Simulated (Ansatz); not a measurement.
Ansatz (an electronic-structure program) input:

Ansatz 0.2 input:
```yaml
crystal:
  periodic: [false, false, false]
  atoms:
    - {symbol: Zn, position_ang: [-0.00093466, 0.01832399, 0.00229804]}
    - {symbol: O, position_ang: [1.35673545, 0.09577826, -1.15640362]}
    - {symbol: H, position_ang: [1.76160617, 0.93755163, -1.43510186]}
    - {symbol: O, position_ang: [-1.34486906, -0.32841800, 1.12722789]}
    - {symbol: H, position_ang: [-1.82849740, 0.37384644, 1.59956645]}
basis:
  gaussian:
    orbitals: 6-31G
total_charge: 1
magnetization: {spin_polarized: true, initial_magnetization: 1}
correlation: {method: ccsd_t, electrons: outside_noble_gas}
```

Task: Predict the final energy.

Result: -1928.45783 Eh (CCSD(T)/6-31G). The basis has 49 functions.

The spin state was set by rule; other spins were not relaxed.

The program attaches cautions to this result: other roots.

The determinant is spin-contaminated: <S^2> is 0.89 against 0.75 for a pure state.
